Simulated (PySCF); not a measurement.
From one molecule to another.

First species: C₇H₉P.
Numbering: `[CH2:1]=[CH:2][P:3]1[CH:4]=[CH:5][CH2:6][CH:7]=[CH:8]1` (hydrogens: H9, H10 on C1; H11 on C2; H12 on C4; H13 on C5; H14, H15 on C6; H16 on C7; H17 on C8)

Cartesian coordinates in Å at the GFN2-xTB level; atoms count from 1:
```xyz
17
C7H9P angstrom
C      3.2604   -0.5923    0.4059
C      2.0893   -0.2620   -0.1116
P      0.5019   -0.8208    0.6102
C     -0.4263   -0.9782   -0.9434
C     -1.6460   -0.4821   -1.0933
C     -2.3535    0.3054   -0.0299
C     -1.4065    1.1710    0.7487
C     -0.1639    0.8153    1.0428
H      3.3322   -1.2155    1.2827
H      4.1938   -0.2560   -0.0194
H      2.0215    0.3606   -0.9974
H      0.0548   -1.5475   -1.7282
H     -2.1846   -0.6115   -2.0232
H     -2.8471   -0.3904    0.6593
H     -3.1353    0.9202   -0.4807
H     -1.7901    2.1358    1.0549
H      0.4923    1.4598    1.6125
```

Second species: C₂H₇NOSi.
Atom-mapped SMILES: `[CH3:1][O:2]/[CH:3]=[N:4]\[SiH3:5]` (hydrogens: H6, H7, H8 on C1; H9 on C3; H10, H11, H12 on Si5)

Structure used (GFN2-xTB), in Å, numbered top down from 1:
```xyz
12
C2H7NOSi angstrom
C     -1.3956   -0.8127    0.5065
O     -1.6572    0.5565    0.2782
C     -0.6579    1.3479   -0.1288
N      0.5385    1.1113   -0.3649
Si     1.7802   -0.0584   -0.4187
H     -0.6442   -0.9387    1.2893
H     -1.0434   -1.2987   -0.4064
H     -2.3402   -1.2517    0.8222
H     -1.0544    2.3604   -0.2485
H      1.5007   -1.4540   -0.0331
H      2.7818    0.4800    0.4981
H      2.1928   -0.0427   -1.8201
```

Levels: CAM-B3LYP/def2-SVPD for dipole moment, HOMO energy, LUMO energy, HOMO–LUMO gap, static isotropic polarisability and electronic spatial extent ⟨r²⟩ about the centre of nuclear charge; TDDFT CAM-B3LYP/def2-SVPD for lowest singlet excitation; TDA CAM-B3LYP/def2-SVPD for lowest triplet excitation (Tamm–Dancoff); GFN2-xTB for rotational constant A and rotational constant C. Geometries: GFN2-xTB. Each species is one conformer at its optimised geometry, gas phase, non-relativistic unless stated; the electronic structure was computed with PySCF and density fitting.

The conformers computed, where there is a choice (atom-mapped SMILES and torsion angles):
- `[CH2:1]=[CH:2][P:3]1[CH:4]=[CH:5][CH2:6][CH:7]=[CH:8]1`: C1–C2–P3–C4 -146°
- `[CH3:1][O:2]/[CH:3]=[N:4]\[SiH3:5]`: C1–O2–C3–N4 0°

```csv
property,column X,column Y
dipole moment,1.82 D,1.15 D
HOMO energy,-8.69 eV,-7.55 eV
LUMO energy,1.06 eV,0.68 eV
HOMO–LUMO gap,9.75 eV,8.23 eV
lowest singlet excitation,5.32 eV,5.12 eV
lowest triplet excitation (Tamm–Dancoff),4.85 eV,4.07 eV
static isotropic polarisability,63.9 au,106.0 au
electronic spatial extent ⟨r²⟩ about the centre of nuclear charge,629 bohr²,1192 bohr²
rotational constant A,8.075 GHz,4.002 GHz
rotational constant C,1.976 GHz,1.035 GHz
```

(1) Which column belongs to which species?

(2) How does each property change from the first species to the second?

Answers

(1) Column X is the second species and column Y the first. The first has 17 atoms and 66 electrons, the second 12 and 48.

(2) dipole moment +0.67 D; HOMO energy -1.14 eV; LUMO energy +0.38 eV; HOMO–LUMO gap +1.52 eV; lowest singlet excitation +0.20 eV; lowest triplet excitation (Tamm–Dancoff) +0.78 eV; static isotropic polarisability -42.1 au; electronic spatial extent ⟨r²⟩ about the centre of nuclear charge -563 bohr²; rotational constant A +4.073 GHz; rotational constant C +0.941 GHz.

On the first: The polarisability is 15.71 Å³ as a volume (1 au = 0.148185 Å³), or 1.61 au for each of the 66 electrons. The 8 singlets span 5.12 to 7.00 eV, and their oscillator strengths add up to 0.80.

On the second: No computed singlet falls in the visible range (750 to 380 nm, 1.65 to 3.26 eV); S1 lies 2.06 eV above its blue end. The dipole matches unit charges of opposite sign 0.38 Å apart (1 e·Å = 4.8032 D).
